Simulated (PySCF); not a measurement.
ClF₂H₃SSi₂, SMILES F[SiH](F)S[SiH2]Cl.

Geometry: PBE-D3(BJ)/def2-SVP. The structure was generated by enumeration, and PubChem lists no compound with its InChIKey, so it may never have been made. One conformer was computed; it need not be the lowest.

Level of theory: TDA-M06-2X/def2-SVPD (PySCF).

Vertical excitations. The molecule is in vacuum.

Computed excitation energies, oscillator strengths and character:
```tsv
state	energy (eV)	λ (nm)	f	main pairs
S1	6.29	197	0.005	HOMO→LUMO 85 %
S2	6.74	184	0.010	HOMO→LUMO+1 79 %
S3	7.09	175	0.042	HOMO→LUMO+2 73 %, HOMO→LUMO+3 12 %
S4	7.38	168	0.021	HOMO→LUMO+3 32 %, HOMO−1→LUMO+1 15 %, HOMO−1→LUMO 15 %, HOMO→LUMO+2 8 %
S5	7.50	165	0.018	HOMO−1→LUMO+1 29 %, HOMO→LUMO+3 20 %, HOMO−2→LUMO+1 16 %, HOMO−2→LUMO 13 %
S6	7.61	163	0.046	HOMO−2→LUMO+1 50 %, HOMO−1→LUMO+1 21 %, HOMO−1→LUMO 9 %
S7	7.73	160	0.017	HOMO−1→LUMO 40 %, HOMO−1→LUMO+1 21 %, HOMO−2→LUMO 12 %
S8	7.91	157	0.056	HOMO→LUMO+4 35 %, HOMO−2→LUMO 20 %, HOMO→LUMO+3 10 %, HOMO−1→LUMO 6 %
S9	8.08	153	0.066	HOMO−2→LUMO 25 %, HOMO→LUMO+4 19 %, HOMO−2→LUMO+1 12 %, HOMO−1→LUMO 6 %
S10	8.22	151	0.015	HOMO−3→LUMO 66 %
T1	5.99	207	0	HOMO→LUMO 86 %
T2	6.42	193	0	HOMO→LUMO+1 80 %
T3	6.71	185	0	HOMO→LUMO+2 48 %, HOMO→LUMO+3 25 %
T4	6.98	178	0	HOMO−1→LUMO 41 %, HOMO−1→LUMO+1 27 %
```
Triplets are in the Tamm–Dancoff approximation.
